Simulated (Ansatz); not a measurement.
Reactions of C2H6FIn, SMILES `C[CH2][InH][F]`.

Gas-phase electronic energies from Ansatz, PBE0-D4/def2-TZVP geometries. CCSD(T)/CBS is the MP2 limit (def2-TZVPP, def2-QZVPP) plus CCSD(T) − MP2 in def2-TZVPP, frozen cores. This one scheme is used for every species. Elements past krypton have def2 core potentials. For Ag, Br, I, In outer-core shells are correlated without core-valence functions, which leaves a few kJ/mol of doubt a bond. Scalar relativity is left out up to krypton. One conformer a species, not always the lowest.

```
                                                                           reaction  MP2/CBS(def2) (kJ/mol)
`C[CH2][InH][F]` + `Cl[SiH]1[CH2][AlH]1` → `C[CH2][InH2]` + `[F][Al]1[CH2][SiH]1Cl`                     -91
                                 `C[CH2][InH][F]` + `BBO` → `[OH][InH][F]` + `BBCC`                      80
                                     `C[CH2][InH][F]` + H₂S → `[F][InH][SH]` + `CC`                    -114
                    `C[CH2][InH][F]` + `[Cl][Ag]` → `C[CH2][In]([F])[Cl]` + `[AgH]`                     -19
                        `C[CH2][InH][F]` + `CC(Cl)Br` → `[F][InH][Cl]` + `CCC(C)Br`                    -175
                 `C[CH2][InH][F]` + `CC(C)[SiH]` → `C[CH2][InH][CH](C)C` + `F[SiH]`                     -47
             `C[CH2][InH][F]` + `CCc1ccccc1` → `C[CH2][In]([F])[CH2]C` + `c1ccccc1`                     -13
                                           `C[CH2][InH][F]` → `[CH3][In]([CH3])[F]`                     -51
                                  `C[CH2][InH][F]` + SiH₄ → `[F][InH][SiH3]` + `CC`                     -48
                                       `C[CH2][InH][F]` + HI → `[F][InH][I]` + `CC`                    -172
```

Give the CCSD(T)/CBS values in the same order. (An estimate is asked.)

Ansatz gave: -90, 78, -113, -16, -176, -49, -11, -46, -52, -167 kJ/mol.

Largest T1 diagnostic: 0.026, for `[AgH]`, so its coupled-cluster energy is less sure.
